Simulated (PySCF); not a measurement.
# Correlation energy of O²⁺ (oxygen, charge +2)

[He] 2s2 2p2, high-spin 3P determinant. All numbers are calculated (PySCF 2.14, scalar relativity by spin-free X2C-1e, in x2c-SVPall). Frozen: 1s2; 4 electrons correlated.

MP2 pair energies summed by pair of shells (mhartree):

| pair | energy | share (%) |
| --- | --- | --- |
| 2s-2p | -31.60 | 57.6 |
| 2s-2s | -18.58 | 33.9 |
| 2p-2p | -4.68 | 8.5 |

Total MP2 correlation energy: -54.86 mhartree.

Same-spin part -7.66 and opposite-spin part -47.20 mhartree; SCS-MP2 scales them by 1/3 and 6/5 to -59.20 mhartree.

```csv
level,correlation energy (mhartree)
CCSD,-77.58
(T),-0.63
CCSD(T),-78.21
```

Diagnostics: T1 = 0.0044, D1 = 0.0086, largest double amplitude 0.128.

Cost of the coupled-cluster step: 0.08 s of wall time on 1 thread of Neoverse-V1 (shared host), for 4 correlated electrons.
